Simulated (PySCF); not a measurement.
A structure optimised at PBE-D3(BJ)/def2-TZVPD, used in a PySCF frequency run:

```xyz
5

C     -1.2070    -0.0867     0.0000
C      0.1799     0.0020     0.0000
N      1.3714     0.0113     0.0000
H     -1.7186     0.2147    -0.9206
H     -1.7186     0.2147     0.9206
```
Charge -1, spin multiplicity 1.

Question: Write its SMILES, formula and point group.

Answer: [CH2-]C#N, C₂H₂N, Cs

Question: What are its rotational constants (standard atomic weights)?

Answer: 269.23, 10.093, 9.7916 GHz
